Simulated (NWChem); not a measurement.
CH₄CdO; SMILES [CH3][Cd][OH]

```xyz
7

Cd     0.0025     0.0271     0.0000
C     -0.0235    -2.0613     0.0000
H      0.4819    -2.4485    -0.8965
H     -1.0589    -2.4323     0.0065
H      0.4928    -2.4487     0.8902
O     -0.0848     1.9973     0.0000
H      0.7828     2.4155     0.0003
```
Atoms are numbered in this order, from 1.

Geometry: optimised at PBE0/def2-SVP. Not confirmed as a minimum by frequencies. def2 effective core potentials on Cd; no spin-orbit coupling.

Problem. List the 4 lowest vertical singlet excitations from B3LYP/def2-SVPD with def2 effective core potentials on Cd, TDA (NWChem).

Solution. 
```tsv
state	energy (eV)	oscillator strength	leading excitation (squared amplitude)
S1	5.34	0.026	HOMO → LUMO (0.98)
S2	6.04	0.085	HOMO−1 → LUMO (0.46)
S3	6.05	0.001	HOMO → LUMO+1 (0.99)
S4	6.38	0.032	HOMO−1 → LUMO+1 (0.93)
```
